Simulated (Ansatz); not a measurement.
[MoO3Cl]- (MoClO3⁻). The state is a triplet with charge -1. Geometry r2SCAN-D4/def2-SVPD, that of the charge -1 singlet; atoms count from 1.

| atom | x (Å) | y (Å) | z (Å) |
| --- | --- | --- | --- |
| Mo1 | 0.107 | -0.071 | 0.014 |
| O2 | 0.587 | -0.684 | -1.527 |
| O3 | 1.371 | 0.908 | 0.665 |
| O4 | -0.213 | -1.388 | 1.084 |
| Cl5 | -1.852 | 1.235 | -0.235 |

In the def2 sets Mo takes a core potential; there is no spin–orbit coupling. The highest occupied level of the charge -1 triplet lies above zero (up to 0.54 eV). By energy differences its removal costs 1.46 eV (vertical, to the charge 0 doublet, at PBE0-D4/def2-TZVPD), and other spins of that charge weren't run; a positive level beside a positive removal energy at the same level points to self-interaction error. At PBE0-D4/def2-TZVPD a singlet of charge -1 lies 4.15 eV below the triplet at the same geometry.

(1) Estimate the Mulliken populations from the PBE0/def2-TZVPD orbitals of Ansatz.

(2) Where does the spin sit?

(3) And the Mayer bond orders between bonded heavy atoms (over 0.3)?

Answers

(1) 
| atom | charge (e) | spin (α − β) | d electrons |
| --- | --- | --- | --- |
| Mo1 | 1.99 | 0.59 | 3.73 |
| O2 | -0.92 | 0.04 | – |
| O3 | -0.75 | 0.68 | – |
| O4 | -0.75 | 0.68 | – |
| Cl5 | -0.58 | 0.01 | – |
Mulliken values and Mayer orders depend strongly on the basis. With diffuse functions, as here, like atoms can get unlike values, and bond orders can come out too low or too high.

(2) Summed by element: Mo 0.59, O 1.40, Cl 0.01, of 2 unpaired in all. Largest on single atoms: O3 0.68, O4 0.68, Mo1 0.59.

(3) Mo1–O2 1.37 (1.73 Å); Mo1–O3 1.00 (1.73 Å); Mo1–O4 1.00 (1.73 Å); Mo1–Cl5 0.74 (2.37 Å).
